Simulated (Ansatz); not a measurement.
Total energies of the cluster Ca2Se2 from Ansatz at PBE0-D4/def2-TZVP, gas phase (1 Eh = 27.2114 eV = 2625.5 kJ/mol). The reference geometry is relaxed at PBE0-D4/def2-SVP.

```
atom   x (Å)   y (Å)   z (Å)
 Ca1   0.820   1.025  -1.039
 Ca2  -0.820  -1.024   1.039
 Se3  -1.771   0.426  -0.978
 Se4   1.771  -0.427   0.978
```

| state | geometry | energy (Eh) |
| --- | --- | --- |
| charge 0 singlet | reference | -6157.57345 |
| charge 1 doublet | reference | -6157.31877 |
| charge 0 triplet | relaxed at PBE0-D4/def2-SVP | -6157.49981 |
| charge 0 quintet | relaxed at PBE0-D4/def2-SVP | -6157.40859 |
| free Ca atom (singlet) | – | -677.37586 |
| free Se atom (triplet) | – | -2401.20505 |

(1) Work out the vertical ionisation energy to the doublet.

(2) Which of the charge 0 states is lowest, and how far above it are the others?

(3) What is the binding energy per atom against free atoms?

(1) E(charge 1 doublet) − E(charge 0 singlet) = -6157.31877 − (-6157.57345) = 0.25468 Eh = 6.93 eV. For comparison, −ε of the highest occupied level is 5.28 eV at this level, 1.65 eV less.

(2) The singlet. triplet: -6157.49981 − (-6157.57345) = 0.07364 Eh = 193.3 kJ/mol; quintet: -6157.40859 − (-6157.57345) = 0.16486 Eh = 432.8 kJ/mol. The quintet differs in its bonds from the reference.

(3) Atoms: 2 × (-677.37586) + 2 × (-2401.20505) = -6157.16182 Eh. Binding: -6157.16182 − (-6157.57345) = 0.41163 Eh = 11.20 eV, or 2.80 eV for each of 4 atoms (no zero-point energy, no counterpoise term).

The structure comes from a short search, and lower isomers may exist.
